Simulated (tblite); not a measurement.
Compound: C₇H₁₀P₂.
Atom-mapped SMILES: `[CH3:1][c:2]1[cH:3][cH:4][cH:5][c:6]([PH:7][PH2:8])[cH:9]1` (hydrogens: H10, H11, H12 on C1; H13 on C3; H14 on C4; H15 on C5; H16 on P7; H17, H18 on P8; H19 on C9)

Computed with GFN2-xTB (tblite), gas phase: L-BFGS steps from a force-field or distance-geometry start until the largest atomic force falls under 0.01 eV/Å.

Geometry at step 60:
```
atom  x, y, z in Å
C1      2.7741   -1.0488    0.3627
C2      1.5244   -0.2725    0.0662
C3      1.5682    1.1134   -0.0187
C4      0.4348    1.8432   -0.3348
C5     -0.7641    1.1962   -0.5616
C6     -0.8399   -0.1885   -0.4257
P7     -2.4256   -1.0265   -0.7774
P8     -3.7157   -0.2802    0.8086
C9      0.3079   -0.9155   -0.1336
H10     3.1156   -1.5682   -0.5346
H11     3.5690   -0.3849    0.6975
H12     2.5995   -1.7938    1.1365
H13     2.5040    1.6206    0.1701
H14     0.4993    2.9193   -0.4039
H15    -1.6490    1.7636   -0.8230
H16    -2.1237   -2.2161   -0.1032
H17    -3.0369    0.9205    1.0173
H18    -4.6003    0.3221   -0.0918
H19     0.2487   -1.9947   -0.0580
```

Task: Give the atomic forces at this geometry.

Result: 
```json
{"atom": "C1", "Fx (eV/Å)": "-0.029", "Fy (eV/Å)": "-0.009", "Fz (eV/Å)": "-0.003"}
{"atom": "C2", "Fx (eV/Å)": "0.006", "Fy (eV/Å)": "0.000", "Fz (eV/Å)": "0.030"}
{"atom": "C3", "Fx (eV/Å)": "0.017", "Fy (eV/Å)": "-0.040", "Fz (eV/Å)": "0.021"}
{"atom": "C4", "Fx (eV/Å)": "0.052", "Fy (eV/Å)": "-0.008", "Fz (eV/Å)": "-0.003"}
{"atom": "C5", "Fx (eV/Å)": "0.026", "Fy (eV/Å)": "-0.010", "Fz (eV/Å)": "0.065"}
{"atom": "C6", "Fx (eV/Å)": "0.012", "Fy (eV/Å)": "0.002", "Fz (eV/Å)": "0.010"}
{"atom": "P7", "Fx (eV/Å)": "-0.087", "Fy (eV/Å)": "-0.012", "Fz (eV/Å)": "0.038"}
{"atom": "P8", "Fx (eV/Å)": "0.044", "Fy (eV/Å)": "0.047", "Fz (eV/Å)": "-0.151"}
{"atom": "C9", "Fx (eV/Å)": "0.043", "Fy (eV/Å)": "0.020", "Fz (eV/Å)": "0.007"}
{"atom": "H10", "Fx (eV/Å)": "-0.033", "Fy (eV/Å)": "0.017", "Fz (eV/Å)": "0.046"}
{"atom": "H11", "Fx (eV/Å)": "-0.029", "Fy (eV/Å)": "-0.022", "Fz (eV/Å)": "-0.032"}
{"atom": "H12", "Fx (eV/Å)": "-0.042", "Fy (eV/Å)": "-0.024", "Fz (eV/Å)": "-0.020"}
{"atom": "H13", "Fx (eV/Å)": "-0.029", "Fy (eV/Å)": "0.036", "Fz (eV/Å)": "-0.044"}
{"atom": "H14", "Fx (eV/Å)": "-0.052", "Fy (eV/Å)": "0.003", "Fz (eV/Å)": "-0.027"}
{"atom": "H15", "Fx (eV/Å)": "0.018", "Fy (eV/Å)": "-0.026", "Fz (eV/Å)": "-0.007"}
{"atom": "H16", "Fx (eV/Å)": "0.044", "Fy (eV/Å)": "0.047", "Fz (eV/Å)": "-0.029"}
{"atom": "H17", "Fx (eV/Å)": "-0.024", "Fy (eV/Å)": "-0.041", "Fz (eV/Å)": "-0.008"}
{"atom": "H18", "Fx (eV/Å)": "0.029", "Fy (eV/Å)": "-0.031", "Fz (eV/Å)": "0.102"}
{"atom": "H19", "Fx (eV/Å)": "0.032", "Fy (eV/Å)": "0.051", "Fz (eV/Å)": "0.005"}
```

The largest, 0.16 eV/Å, acts on P8; the rms over all components is 0.040 eV/Å. The forces sum to zero within rounding, as they must for an isolated molecule in no field.

Task: Give the force on P8 in Eh/bohr and in nN.

Result: 0.164 eV/Å ÷ 51.422 = 0.00319 Eh/bohr, and 0.164 eV/Å × 1.602 = 0.26 nN.

Task: How far is this geometry from the end of the optimisation?

Result: 0.078 eV above it, and 0.495 Å rms away after alignment. The bonds farthest from their final lengths, with half the difference of the two atoms' forces along the bond (positive lengthens):

```tsv
bond	now (Å)	final (Å)	force along bond (eV/Å)
P7–P8	2.176	2.165	-0.10
P8–H18	1.399	1.395	-0.09
C6–P7	1.828	1.830	+0.04
C5–C6	1.393	1.391	-0.01
C1–C2	1.501	1.499	-0.02
C2–C9	1.390	1.389	-0.02
```

The angle farthest from its final value is C6–P7–P8, 102.5° against 96.7°.

What follows is the cost of the whole relaxation. On one thread, Arm Neoverse V1 (aarch64), on a shared host, this took 1.1 s wall.
